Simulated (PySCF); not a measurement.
C4H4ClF, SMILES C(F)(=C=C)CCl. Atoms are numbered in the order given.

```xyz
10

C      2.5027    -0.2044    -1.5334
C      1.4040    -0.4161    -0.8567
C      0.2818    -0.6020    -0.1992
F      0.1832    -1.5332     0.7706
C     -0.9800     0.1501    -0.4361
Cl    -1.4219     1.1882     0.9862
H      2.7153    -0.7387    -2.4677
H      3.2576     0.5130    -1.1883
H     -1.8187    -0.5455    -0.5826
H     -0.8825     0.8047    -1.3096
```

Coordinates come from a B3LYP-D3(BJ)/def2-SVP optimisation. This is a generated structure with no PubChem entry under its InChIKey; it may be hypothetical. Other conformers were not sampled.

Calculation: PBE/def2-TZVP (PySCF).

Isolated molecule, no solvent.

```
Item                                                                                                            Result
---------------------------------------------------------------------------------------------  -----------------------
total energy                                                                                        -714.43507 hartree
highest occupied level                                                                                        -6.37 eV
lowest empty level                                                                                            -1.91 eV
orbital gap                                                                                                    4.46 eV
dipole moment                                                                                                0.566 e·Å
quadrupole, principal values (traceless, Buckingham form, about the centre of nuclear charge)    -6.40, 0.56, 5.84 D·Å
mean static polarisability                                                                        66.5 bohr³ (9.85 Å³)
polarisability, principal values                                                               46.0, 50.3, 103.1 bohr³
```
